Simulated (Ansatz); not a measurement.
Born–Oppenheimer molecular dynamics of Cl3F2H3OW (10 atoms, charge 0, multiplicity 1). It starts at the highest image of a converged band. Of that band: Beside the main top the profile has a ripple of under 15 meV (maxima at images 1, 3), which may be a very shallow well or noise. A structure lower than the last end lies on the path between it and the top, so the climb from that side starts below the end, which may itself be a saddle point or a shallow side well. A vibrational analysis at the climbing image gives one clearly imaginary mode, 1328i cm⁻¹: a first-order saddle point.

The calculation used RHF/def2-SVP in Ansatz 0.2.0.

```yaml
ensemble: NVE (velocity Verlet)
time_step: 0.5 fs
steps_asked: 200
starting_velocities_drawn_for: 100 K
seed: 4699
```

First frame:

```xyz
10
Properties=species:S:1:pos:R:3
W -0.028 0.263 0.096
O 0.233 -0.221 2.059
H 0.575 -1.013 2.450
Cl 2.235 -0.320 -0.057
Cl 0.108 1.964 -1.469
F -1.694 0.955 0.501
Cl -1.054 -1.805 -0.072
H 0.214 -0.382 -1.375
F 0.735 1.780 1.423
H 0.645 0.931 2.127
```

**Question.** How far do the bonds stretch over the last three quarters of this one trajectory? (Pairs bonded in most of those frames.)

**Answer.** 
```tsv
bond	mean (Å)	spread (Å)	shortest	longest
W1–O2	2.541	0.136	2.20	2.66
W1–Cl4	2.298	0.036	2.25	2.36
W1–Cl5	2.338	0.043	2.28	2.40
W1–F6	1.842	0.020	1.81	1.87
W1–Cl7	2.381	0.030	2.31	2.43
W1–H8	1.630	0.015	1.61	1.65
W1–F9	1.894	0.113	1.74	2.07
O2–H3	0.951	0.016	0.92	0.98
O2–H10	0.954	0.029	0.91	1.00
```

Mean temperature of the second half: 579 K. The conserved energy stayed within 0.17 meV per atom of its start (net change -0.015 meV per atom), so the integration is sound. The kinetic energy rose, since the run started high on the potential surface and went downhill. A run of 0.1 ps of so small a system gives no equilibrium averages. The orbitals stay closed-shell, which can raise the energy where a bond breaks towards radicals; this wasn't checked here.

Run time: 6.7 min on 4 threads of Arm Neoverse V2, on a shared host, peak memory 0.44 GiB.
